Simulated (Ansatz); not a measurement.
`[F][GeH2][SiH2][SiH3]` + HBr → `[SiH3]Br` + `[F][GeH2][SiH3]`  (cleavage of the Si–Si bond)

Gas-phase electronic energies from Ansatz, PBE0-D4/def2-TZVP geometries. CCSD(T)/CBS is the MP2 limit (def2-TZVPP, def2-QZVPP) plus CCSD(T) − MP2 in def2-TZVPP, frozen cores. Functionals use def2-TZVPP. B3LYP here is the variant with VWN-RPA as its local correlation; programs differ in this. For Br, Ge outer-core shells are correlated without core-valence functions, which leaves a few kJ/mol of doubt a bond. Scalar relativity is left out up to krypton. One conformer a species, not always the lowest.

`[F][GeH2][SiH2][SiH3]`:

Z-matrix (Å, degrees):
```
Ge
Si 1 2.385
F 1 1.754 2 105.5
H 1 1.540 2 113.7 3 114.7
H 1 1.539 2 115.9 3 -116.0
Si 2 2.338 1 108.7 3 -42.0
H 2 1.490 1 107.8 3 -162.6
H 2 1.488 1 109.2 3 79.6
H 6 1.487 2 109.1 1 -54.6
H 6 1.487 2 110.3 1 -174.3
H 6 1.485 2 109.6 1 65.2
```

HBr:

Z-matrix (Å, degrees):
```
Br
H 1 1.420
```

`[SiH3]Br`:

```xyz
5

Si   -0.082    0.119   -0.076
Br    1.028   -1.499    0.961
H     0.796    1.309   -0.159
H    -1.300    0.426    0.706
H    -0.441   -0.356   -1.432
```

`[F][GeH2][SiH3]`:

Cartesian coordinates in Å:
```
F 0.572 2.245 0.114
Ge 0.704 0.666 -0.632
Si -0.720 -0.790 0.607
H 0.279 0.869 -2.098
H 2.198 0.303 -0.559
H -0.266 -0.849 2.019
H -0.648 -2.149 0.006
H -2.118 -0.294 0.543
```

```
             level  ΔE (kJ/mol)  difference from CCSD(T)/CBS
            PBE-D4        -65.4                         17.0
         r2SCAN-D4        -76.9                          5.5
           PBE0-D4        -71.5                         10.9
          B3LYP-D4        -78.0                          4.4
           ωB97X-V        -80.7                          1.7
           ωB97M-V        -85.0                         -2.6
            B2PLYP        -85.4                         -3.0
               PBE        -69.2                         13.2
            r2SCAN        -78.2                          4.2
              PBE0        -75.2                          7.2
             B3LYP        -83.9                         -1.5
     HF/def2-TZVPP       -103.4                        -21.0
    MP2/def2-TZVPP        -86.8                         -4.4
SCS-MP2/def2-TZVPP        -88.9                         -6.5
   CCSD/def2-TZVPP        -80.6                          1.8
CCSD(T)/def2-TZVPP        -77.6                          4.8
     HF/def2-QZVPP       -104.3                        -21.9
    MP2/def2-QZVPP        -89.8                         -7.4
SCS-MP2/def2-QZVPP        -91.6                         -9.2
      HF/CBS(def2)       -104.4                        -22.0
     MP2/CBS(def2)        -91.5                         -9.1
    CCSD/CBS(def2)        -85.4                         -3.0
       CCSD(T)/CBS        -82.4                            0
```

Largest T1 diagnostic among the species: 0.013.

In def2-TZVPP, CCSD(T) changes the Hartree–Fock value by +25.8 kJ/mol (the triples alone add +3.0 kJ/mol) and MP2 by +16.6 kJ/mol. The D4 term adds +6.0 kJ/mol with B3LYP and +3.6 kJ/mol with PBE0; it sums over pairs of atoms, weighted by their polarisabilities, and B3LYP, whose exchange is more repulsive, gets the larger term.
